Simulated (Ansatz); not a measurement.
A search over several starts for the lowest SCF solution of the cluster CoSi2⁻ at the given spin, in a small basis.

```yaml
crystal:
  periodic: [false, false, false]
  atoms:
    - {symbol: Co, position_ang: [0.947180, -0.174299, 0.765410]}
    - {symbol: Si, position_ang: [-0.423180, -1.009998, -0.694924]}
    - {symbol: Si, position_ang: [-0.523990, 1.184298, -0.070487]}
basis:
  gaussian: {orbitals: def2-SVP, initial_orbitals: start.molden}
total_charge: -1
magnetization: {spin_polarized: true, initial_magnetization: 2}
hamiltonian: {xc: pbe0, dispersion: d4}
output: {orbitals: {seedname: orbitals}}
```

The file start.molden holds the orbitals of an earlier run on this structure, at another level or in another basis.

```sh
$ ansatz run in.yaml --threads 4 --pin off --events-out ev --progress --plain --max-ram 3916MiB
```

Output, abridged:

```
Functional definition: PBE0
664 factors; integrals over basis functions are off by at most 1.2e-3 eV
mean field evaluation 1: about -53357.1310 eV, gradient 8.9e0 eV
mean field evaluation 2: about -53358.0934 eV, gradient 2.1e0 eV
mean field evaluation 4: about -53358.1971 eV, gradient 1.9e-2 eV
mean field evaluation 8: about -53358.2192 eV, gradient 2.5e-5 eV
mean field evaluation 16: about -53358.2192 eV, gradient 4.3e-6 eV
mean field evaluation 32: about -53358.0113 eV, gradient 3.9e0 eV
mean field -53358.21920610 eV, -1960.8783883240 hartree, gradient 4.0e-6 eV, S^2 2.073060; 4 other end points of the search recorded, 0 dependent functions left out
reference -53358.21922988 eV, -1960.8783891983 hartree; 29, 27 occupied and 38, 40 virtual orbitals, 664 factors
Total energy: -53358.32644423 eV, -1960.8823292526 hartree
```

It took 2.4 s on 4 threads of Intel Xeon Platinum 8375C on a shared host.

The highest occupied level of the charge -1 triplet lies above zero (up to 0.17 eV). The electron is either unbound and held by the finite basis, or the level is raised by self-interaction error. The structure comes from a short search, and lower isomers may exist.
